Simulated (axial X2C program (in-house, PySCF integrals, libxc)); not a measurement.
Outer orbitals of AuB at 1.921 Å, HF

Computed with an in-house relativistic program for diatomic molecules. Spin-free means the one-electron spin-free X2C Hamiltonian; two-component (2c) means X2C with spin–orbit coupling and atomic mean-field two-electron Coulomb and Gaunt terms, so the difference of the two also holds small scalar two-electron terms. Basis: Au dyall-cv3z [13s14p9d6f4g], B dyall-v3z [7s6p2d1f] (cores contracted in-house); Gaussian nuclei, density fitting, unrestricted open shells. Masses: Au 196.967 u, B 11.009 u.

The distance is close to the 2c PBE0 minimum; the highest filled and lowest empty levels are listed.

Spin-free orbitals, state M_S = 0, Λ = 0 (closed shell) (Löwdin shares):

```
symmetry  occupied  ε (eV)             atomic character
      σα       yes  -17.52   49% Au d, 32% B s, 7% Au s
     π+α       yes  -14.13     93% Au d, 4% B p, 2% B d
     π-α       yes  -14.13     93% Au d, 4% B p, 2% B d
     δ+α       yes  -13.59                    100% Au d
     δ-α       yes  -13.59                    100% Au d
      σα       yes  -12.10  42% Au d, 30% B s, 18% Au s
      σα       yes   -7.75    54% B p, 28% Au s, 7% B s
     π+α        no    0.45            60% Au p, 37% B p
     π-α        no    0.45            60% Au p, 37% B p
      σα        no    0.62  47% Au p, 30% Au s, 18% B p
      σα        no    2.25   66% Au p, 21% Au s, 5% B p
```

One partner of each degenerate Kramers or spin pair is listed.

Spinors with spin–orbit coupling (state Ω = 0):

```
  ω  occupied  ε (eV)             atomic character     λ mixture
1/2       yes  -17.66   52% Au d, 29% B s, 7% Au s   96% σ, 4% π
3/2       yes  -14.86                     98% Au d  67% δ, 33% π
1/2       yes  -14.59     85% Au d, 6% B s, 4% B p  90% π, 10% σ
3/2       yes  -13.32             94% Au d, 4% B p  67% π, 33% δ
5/2       yes  -12.94                    100% Au d        100% δ
1/2       yes  -11.97  46% Au d, 27% B s, 17% Au s   94% σ, 6% π
1/2       yes   -7.77    54% B p, 28% Au s, 7% B s        100% σ
1/2        no    0.28   56% Au p, 34% B p, 6% Au s  80% π, 20% σ
3/2        no    0.53   60% Au p, 37% B p, 2% Au d        100% π
1/2        no    0.69  51% Au p, 23% Au s, 21% B p  80% σ, 20% π
1/2        no    2.22  67% Au p, 14% Au s, 12% B p  73% σ, 27% π
```

One partner of each degenerate Kramers or spin pair is listed.

Question: How does the gap between the highest filled and lowest empty level change from the spin-free to the 2c table?

Answer: From 8.20 to 8.05 eV at HF, a change of -0.15 eV.

Mulliken charges and populations of the two-component result (they depend on the basis, above all on diffuse functions):

Au -0.16 e (s 11.46 p 24.10 d 29.59 f 14.01), B 0.16 e (s 3.73 p 1.05 d 0.05 f 0.01).

The state is one determinant whose occupation by symmetry is held fixed; it was picked as the lowest of a PBE0 search that is not exhaustive.
